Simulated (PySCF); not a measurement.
Electron correlation in Mo²⁺ (molybdenum, charge +2)

[Kr] 4d4, high-spin 5D determinant. Computed with PySCF 2.14 in def2-TZVPPD with the def2 core potential (28 electrons), with scalar relativity through the core potential. Frozen: 4s2 4p6; 4 electrons correlated.

| level | correlation energy (mhartree) |
| --- | --- |
| CCSD | -39.28 |
| (T) | -0.36 |
| CCSD(T) | -39.64 |

Diagnostics: T1 = 0.00097, D1 = 0.0018, largest double amplitude 0.027.

Question: Is a single reference adequate?

Answer: Yes, within this model without spin-orbit coupling: T1 lies below 0.03 and no double amplitude reaches 0.07.
